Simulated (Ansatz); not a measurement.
Program: Ansatz. Geometries: PBE0-D4/def2-TZVP. ΔE: electronic, gas phase. CCSD(T)/CBS is the MP2 limit (def2-TZVPP, def2-QZVPP) plus CCSD(T) − MP2 in def2-TZVPP, frozen cores. DFT in def2-TZVPP. B3LYP here is the variant with VWN-RPA as its local correlation; programs differ in this. One conformer a species, not always the lowest.

`CCCC(C)CC` + `[CH2]1[AlH][S]1` → `[CH3][Al]1[CH2][S]1` + `CCC(C)CC`  (formal exchange of groups at a C–C bond)

| level | ΔE (kcal/mol) |
| --- | --- |
| PBE-D4 | -11.7 |
| B3LYP-D4 | -11.6 |
| MP2/def2-TZVPP | -11.5 |
| HF/CBS(def2) | -9.8 |

Problem. What does CCSD(T)/CBS give? (Best estimate.)

Solution. The calculation gave: -11.0 kcal/mol. The listed levels differ from it by -0.7, -0.6, -0.5, 1.2 kcal/mol.

Largest T1 diagnostic among the species: 0.014.

In def2-TZVPP, CCSD(T) changes the Hartree–Fock value by −1.0 kcal/mol (the triples alone add −0.1 kcal/mol) and MP2 by −1.6 kcal/mol.
